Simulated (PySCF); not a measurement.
A calculated (TPSS, PySCF 2.14, def2-TZVP, the non-relativistic Hamiltonian (point nucleus)) atom or ion has these occupied shells.

```csv
shell,electrons,orbital energy (eV),"rms radius, mean of both spins (bohr)"
1s α,1,-7531.4,0.0658
1s β,1,-7531.4,0.0658
2s α,1,-886.75,0.280
2s β,1,-885.31,0.280
2p α,3,-768.45,0.250
2p β,3,-767.29,0.250
3s α,1,-102.39,0.841
3s β,1,-98.800,0.841
3p α,3,-67.005,0.892
3p β,3,-63.408,0.892
3d α,5,-9.632,1.23
3d β,2,-7.667,1.23
4s α,1,-5.614,3.17
4s β,1,-5.011,3.17
```

(1) Name the element and its charge.

Answers

(1) Co (cobalt, neutral), in [Ar] 3d7 4s2, high-spin 4F determinant.
